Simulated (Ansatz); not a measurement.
Reaction (ligand exchange at the Si–C bond): `O=CC(O)[SiH2]O` + `CO[SiH2]S` → `CO[SiH2]S[SiH2]O` + `O=CCO`

Calculated with Ansatz (gas phase, PBE0-D4/def2-TZVP geometries, no zero-point term in ΔE). CCSD(T)/CBS is the MP2 limit (def2-TZVPP, def2-QZVPP) plus CCSD(T) − MP2 in def2-TZVPP, frozen cores. This one scheme is used for every species. DFT in def2-TZVPP. B3LYP here is the variant with VWN-RPA as its local correlation; programs differ in this. One conformer a species, not always the lowest.

```
             level  ΔE (kcal/mol)  difference from CCSD(T)/CBS
         r2SCAN-D4          -21.0                          0.4
          B3LYP-D4          -21.1                          0.3
           ωB97X-V          -21.0                          0.4
            B2PLYP          -20.2                          1.2
            r2SCAN          -20.7                          0.7
    MP2/def2-TZVPP          -22.0                         -0.6
   CCSD/def2-TZVPP          -20.5                          0.9
CCSD(T)/def2-TZVPP          -20.8                          0.6
    MP2/def2-QZVPP          -22.3                         -0.9
     MP2/CBS(def2)          -22.6                         -1.2
       CCSD(T)/CBS          -21.4                            0
```

Largest T1 diagnostic among the species: 0.014.

The D4 term adds −2.2 kcal/mol with B3LYP and −1.2 kcal/mol with PBE0; it sums over pairs of atoms, weighted by their polarisabilities, and B3LYP, whose exchange is more repulsive, gets the larger term. From PBE to PBE0 (25 % exact exchange), in def2-TZVPP and without D4, ΔE moves by −1.0 kcal/mol.
